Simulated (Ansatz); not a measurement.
Calculated with Ansatz (gas phase, PBE0-D4/def2-TZVP geometries, no zero-point term in ΔE). CCSD(T)/CBS is the MP2 limit (def2-TZVPP, def2-QZVPP) plus CCSD(T) − MP2 in def2-TZVPP, frozen cores. This one scheme is used for every species. Functionals use def2-TZVPP. HSE06 is defined as in plane-wave codes. Open shells (•) are unrestricted, without spin–orbit coupling. Elements past krypton have def2 core potentials. For Sb outer-core shells are correlated without core-valence functions, which leaves a few kJ/mol of doubt a bond.

Consider the hydrogen abstraction from the Sb–H bond: `[F][SbH][F]` + `[OH]`• → `[F][Sb][F]`• + H₂O.

`[F][SbH][F]`:

Cartesian coordinates in Å:
```
F 0.746 1.189 -0.808
Sb -0.014 -0.531 -0.520
F 0.743 -0.782 1.208
H -1.475 0.125 0.119
```

`[OH]`•:

Z-matrix (Å, degrees):
```
O
H 1 0.973
```

`[F][Sb][F]`•:

Cartesian coordinates in Å:
```
F 0.149 -0.843 -1.191
Sb -0.062 -0.527 0.674
F -0.087 1.370 0.517
```

H₂O:

```xyz
3

O     0.180   -0.291   -0.185
H    -0.762   -0.108   -0.160
H     0.582    0.399    0.345
```

(1) Is it downhill or uphill in electronic energy at CCSD(T)/CBS, and by how much? (An estimate is asked.)

(2) What do these levels give: r2SCAN-D4, BHLYP-D4, PBE, revPBE, BLYP, r2SCAN, PBE0, HSE06, SCS-MP2/def2-TZVPP, CCSD/def2-TZVPP, SCS-MP2/def2-QZVPP, CCSD/CBS(def2)? (Estimate.)

Largest T1 diagnostic among the species: 0.017.

Results:

(1) Computed: Downhill: ΔE = -238.9 kJ/mol.

(2) Ansatz gave: r2SCAN-D4 -230.4, BHLYP-D4 -212.1, PBE -248.0, revPBE -239.6, BLYP -239.1, r2SCAN -230.7, PBE0 -234.4, HSE06 -235.2, SCS-MP2/def2-TZVPP -239.6, CCSD/def2-TZVPP -223.9, SCS-MP2/def2-QZVPP -245.2, CCSD/CBS(def2) -233.6 kJ/mol.

From PBE to PBE0 (25 % exact exchange), in def2-TZVPP and without D4, ΔE moves by +13.6 kJ/mol. At CCSD(T), def2-SVP lies +23.6 kJ/mol from the extrapolated value and def2-TZVPP +9.7 kJ/mol.
